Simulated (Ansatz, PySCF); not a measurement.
Noncovalent pair: CH3F (SMILES CF) (first 5 atoms) with CHN (SMILES C#N); geometry from B3LYP-D3(BJ)/def2-TZVP.
(charge 0, multiplicity 1):
```json
[
 {"atom": "C", "x (Å)": "-0.0832", "y (Å)": "0.4859", "z (Å)": "-0.5054"},
 {"atom": "F", "x (Å)": "-0.1548", "y (Å)": "-0.6706", "z (Å)": "0.2818"},
 {"atom": "H", "x (Å)": "0.8397", "y (Å)": "0.4488", "z (Å)": "-1.0823"},
 {"atom": "H", "x (Å)": "-0.9494", "y (Å)": "0.5029", "z (Å)": "-1.1653"},
 {"atom": "H", "x (Å)": "-0.0876", "y (Å)": "1.3538", "z (Å)": "0.1537"},
 {"atom": "C", "x (Å)": "-0.2656", "y (Å)": "-0.1929", "z (Å)": "3.3268"},
 {"atom": "N", "x (Å)": "-0.2974", "y (Å)": "0.2014", "z (Å)": "4.4031"},
 {"atom": "H", "x (Å)": "-0.2352", "y (Å)": "-0.5474", "z (Å)": "2.3157"}
]
```

Monomers are frozen at their geometry in the pair; levels with a basis set take the counterpoise correction. Rows marked so take none.

Cores are frozen in the correlated methods. Rows in 3-21G, 6-31G* carry no dispersion term and start afresh at each structure (6-31G* with six Cartesian d functions).

Codes used: Ansatz (Gaussian orbitals); PySCF for 3-21G rows, 6-31G* rows, the dispersion terms. Values without a source in brackets are computed.

| level | interaction energy (kcal/mol) |
|---|---|
| HF/3-21G (no counterpoise) | -9.12 |
| SVWN5/def2-TZVPPD | -5.11 |
| BLYP-D4/def2-TZVPPD | -3.28 |
| r2SCAN-D4/def2-TZVPPD | -3.48 |
| B3LYP/6-31G* | -3.31 |
| B3LYP/6-31G* (no counterpoise) | -5.74 |
| PBE0-D4/def2-TZVPPD | -3.72 |
| BHLYP-D4/def2-TZVPPD | (withheld) |
| CCSD/aug-cc-pVDZ | (withheld) |

Task: Fill in the missing entries.

Result: 
- BHLYP-D4/def2-TZVPPD, interaction energy (kcal/mol): -4.18
- CCSD/aug-cc-pVDZ, interaction energy (kcal/mol): -3.08

Ansatz is a program for electronic structure.
